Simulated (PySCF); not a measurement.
**How methods differ on the excitation energy of Fe**

Fe [Ar] 3d6 4s2 (5D) → Fe [Ar] 3d8 (3F), as a difference of total energies. Calculation: PySCF 2.14, in x2c-TZVPPall with one added diffuse shell each of s, p, d, f type (7s6p5d3f1g, 80 functions); the spin-free X2C one-electron Hamiltonian (Gaussian nucleus). Correlated levels: valence and next inner shell: [Ne] frozen. The calculations carry no spin-orbit coupling.

```json
{"method": "UHF", "excitation energy (eV)": "7.836", "error (eV)": "+3.762"}
{"method": "MP2 (valence and next inner shell)", "excitation energy (eV)": "2.496", "error (eV)": "-1.578"}
{"method": "SCS-MP2 (valence and next inner shell)", "excitation energy (eV)": "2.934", "error (eV)": "-1.140"}
{"method": "CCSD (valence and next inner shell)", "excitation energy (eV)": "4.907", "error (eV)": "+0.833"}
{"method": "CCSD(T) (valence and next inner shell)", "excitation energy (eV)": "4.486", "error (eV)": "+0.412"}
```

Reference: 4.074 eV (measured; NIST levels, between the centres of gravity of the two terms).

Errors of the correlated levels include the incompleteness of this basis and the frozen core.
